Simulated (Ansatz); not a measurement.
The cluster Mg₂Se⁺, relaxed as a doublet with UKS r2SCAN-D4/def2-TZVP in Ansatz, starting from the GFN1-xTB geometry. Force threshold 0.02 eV/Å.

The relaxation made no stability test and no search for a lower SCF solution. The structure comes from a short search, and lower isomers may exist.

Start:

| atom | x (Å) | y (Å) | z (Å) |
| --- | --- | --- | --- |
| Mg1 | 1.112 | -1.141 | 0.977 |
| Mg2 | -0.426 | 0.419 | -1.608 |
| Se3 | -0.686 | 0.722 | 0.631 |

```json
{"step": "1", "energy (eV)": "-76231.2780", "largest force component (eV/Å)": "1.215", "SCF passes": "20"}
{"step": "2", "energy (eV)": "-76231.4078", "largest force component (eV/Å)": "0.623", "SCF passes": "27"}
{"step": "3", "energy (eV)": "-76231.4223", "largest force component (eV/Å)": "0.643", "SCF passes": "28"}
{"step": "4", "energy (eV)": "-76231.4640", "largest force component (eV/Å)": "0.100", "SCF passes": "28"}
{"step": "5", "energy (eV)": "-76231.4686", "largest force component (eV/Å)": "0.060", "SCF passes": "24"}
{"step": "6", "energy (eV)": "-76231.4827", "largest force component (eV/Å)": "0.169", "SCF passes": "29"}
{"step": "7", "energy (eV)": "-76231.4855", "largest force component (eV/Å)": "0.034", "SCF passes": "24"}
{"step": "8", "energy (eV)": "-76231.4860", "largest force component (eV/Å)": "0.004", "SCF passes": "23"}
```

Force components are those of the run's own axes.

End:

```xyz
3

Mg    1.1081   -1.1307    1.3852
Mg   -0.6831    0.6819   -1.8691
Se   -0.4250    0.4488    0.4839
```

By distances, no bond broke or formed. The bond that changes most is Mg1–Se3, from 2.61 to 2.38 Å (atoms count from 1). The end is the same structure that another start reached, the lowest one found.

No frequencies were taken in this run, so the end may be a saddle point.

Run time 19 s (4 threads of Arm Neoverse V1 on a shared host).
